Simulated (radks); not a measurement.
Dipole-allowed excitations along the series with 29 electrons in [Ar] 3d10 4s1. All-electron calculation, non-relativistic Kohn-Sham, PBE, spin-polarised, spherical densities, point nucleus; open shells are filled with parallel spins first (spin-orbit coupling, left out, can overturn this in heavy ions). Program: a radial shooting solver on a logarithmic mesh with Libxc functionals. Time-dependent linear response with the Hartree and adiabatic LDA kernel, continuum included through the Sternheimer equations. Lines are the poles of the dipole polarisability below minus the highest occupied eigenvalue, found on a grid refined at the orbital gaps; the lowest seven at most are given, and weak or close lines can be missed. The first line takes the name of the lowest orbital gap if no other gap lies below it; otherwise a line is named after a gap within 0.6 % of it, if that gap stands alone.

\begin{tabular}{lrrrrr}
species & -e(HOMO) (eV) & lowest orbital gap (eV) & first line (eV) & f & static alpha (bohr^3) \\ \hline
Mo13+ & 288.33 & 4s-4p 27.759 & 29.655 (4s-4p) & 0.609 & 0.5805 \\
Tc14+ & 322.98 & 4s-4p 29.502 & 31.504 (4s-4p) & 0.594 & 0.5002 \\
Ru15+ & 359.38 & 4s-4p 31.244 & 33.351 (4s-4p) & 0.579 & 0.4343 \\
Rh16+ & 397.51 & 4s-4p 32.983 & 35.194 (4s-4p) & 0.565 & 0.3797 \\
Pd17+ & 437.39 & 4s-4p 34.721 & 37.036 (4s-4p) & 0.552 & 0.3341 \\
Ag18+ & 479.00 & 4s-4p 36.458 & 38.876 (4s-4p) & 0.539 & 0.2956 \\
\end{tabular}
